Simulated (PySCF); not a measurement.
From results back to the method.

Compound: C₅H₄F₂.
Bonds: C1–C2 (double), C2–C3, C3–C4 (double), C4–C5, C5–F6, C5–F7, C2–C4. Hydrogens: H8, H9 on C1; H10 on C3; H11 on C5.

The closed-shell ground state was solved 7 times with PySCF (density fitting, gas phase), always in the def2-SVPD basis (178 functions), with these functionals: B3LYP, CAM-B3LYP, HF, LC-wPBE, PBE, PBE0 and wB97X-D. Isolated species at its PBE0-D3(BJ)/def2-SVP geometry (one conformer only).

| row | total energy (Eh) | HOMO (eV) | LUMO (eV) | dipole (D) |
| --- | --- | --- | --- | --- |
| P | -391.7992 | -5.39 | -2.29 | 1.68 |
| Q | -392.2286 | -6.22 | -1.47 | 1.78 |
| R | -392.0991 | -8.22 | 0.66 | 1.79 |
| S | -390.1357 | -8.54 | 2.34 | 2.00 |
| T | -391.8098 | -6.42 | -1.22 | 1.77 |
| U | -391.9875 | -9.04 | 1.18 | 1.80 |
| V | -392.0725 | -7.70 | -0.06 | 1.82 |

Task: Which functional belongs to which row?

Result: P = PBE, Q = B3LYP, R = wB97X-D, S = HF, T = PBE0, U = LC-wPBE, V = CAM-B3LYP. By rising HOMO–LUMO gap: PBE (GGA) 3.10 eV; B3LYP (global hybrid, 20 % exact exchange) 4.75 eV; PBE0 (global hybrid, 25 % exact exchange) 5.20 eV; CAM-B3LYP (range-separated hybrid) 7.64 eV; wB97X-D (range-separated hybrid) 8.88 eV; LC-wPBE (range-separated hybrid) 10.22 eV; HF (all exact exchange) 10.88 eV. Total energies of different functionals aren't bounds to one another; each is stationary for its own functional.

Shape of the structure used: `[CH2:1]=[C:2]1[CH:3]=[C:4]1[CH:5]([F:6])[F:7]`: C3–C4–C5–F6 -8°.

The pairwise dispersion term of wB97X-D wasn't added to the energies; at a given geometry it leaves orbitals and properties as they are.
